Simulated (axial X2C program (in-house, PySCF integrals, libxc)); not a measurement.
# Which molecule has these constants?

Computed with an axial X2C code built on PySCF integrals, spin-free (one-electron X2C) or two-component (2c: spin–orbit coupling with atomic mean-field Coulomb and Gaunt terms, which also bring small scalar terms), in Dyall basis sets with cores contracted in-house; open shells are unrestricted.

A two-component PBE0 calculation in a Dyall 3-zeta basis gave Re = 2.146 Å, ωe = 386.9 cm⁻¹, De = 2.18 eV, dipole magnitude 2.48 D, Ω = 3/2.

Problem. Which molecule is it?
A. PdS
B. MgPd
C. AlPd
D. PdSi
E. PdP

Solution. E. The others have MgPd 2.344 Å and 298.7 cm⁻¹ (Ω = 0); PdS 2.104 Å and 443.1 cm⁻¹ (Ω = 1); AlPd 2.223 Å and 370.2 cm⁻¹ (Ω = 1/2); PdSi 2.100 Å and 478.6 cm⁻¹ (Ω = 0).

Each entry is the lowest single determinant of a limited PBE0 search at one distance. De goes to single-determinant-based atoms at the same level (for ions the charge split of lowest energy) and is withheld (n/a) where an atom does not fit its ground term or J level. Main or longest-lived isotopes. One determinant is a doubtful description, or other states lie close, for PdP, PdS, PdSi; these need not be ground states, and all values refer to the states named. Some open-shell Ω = 0 determinants are out of reach, so the Ω given for PdS need not be the lowest component. With several unpaired electrons the Ω given is that of one determinant, not necessarily of the lowest component. Some light 2c atoms are not at their ground J level, so De misses part of their lowering (0.04 eV or less). The functionals have no current term, which raises determinants with orbital currents.
